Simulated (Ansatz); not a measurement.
System: SiOBr, charge 0, multiplicity 2. SMILES: O=[Si]Br
Coordinates optimised at B3LYP-D3(BJ)/def2-TZVP (Ansatz, an electronic-structure program):
```xyz
3

Si     1.2025    -0.3392    -0.2212
O      1.7514    -0.1053    -1.6256
Br    -0.8813     0.1597     0.4601
```
Charge 0, spin multiplicity 2.

Quantity: atomisation energy, in kcal/mol. Set-up: non-relativistic; LANL2DZ with its own core potentials from Na on; UHF or UKS for open shells; no dispersion term unless named; six Cartesian d functions in 6-31G* and its kin unless marked 5d; no spin-orbit coupling; atomisation electronic, to ground-state atoms. First-principles rows: single points at B3LYP-D3(BJ) geometries (Ansatz).

```csv
level,program,atomisation energy (kcal/mol)
B3LYP/STO-3G,Ansatz,227.3
B3LYP/3-21G,Ansatz,174.6
B3LYP/LANL2DZ,Ansatz,163.1
B3LYP/6-31G,Ansatz,161.1
B3LYP/6-31G*,Ansatz,210.0
B3LYP/def2-SVP,Ansatz,211.2
B3LYP/6-31G* with LANL2DZ past Ar,Ansatz,201.6
B3LYP/def2-TZVPD,Ansatz,218.5
```

No value to compare with is used here. The 7 habitual levels span 161.1 (B3LYP/6-31G) to 227.3 kcal/mol (B3LYP/STO-3G); B3LYP/def2-TZVPD gives 218.5.

The sets are all those run for this method; left out are runs that failed, that the program found above a lower state of the same kind, or whose <S^2> lies over 0.5 above the pure value.
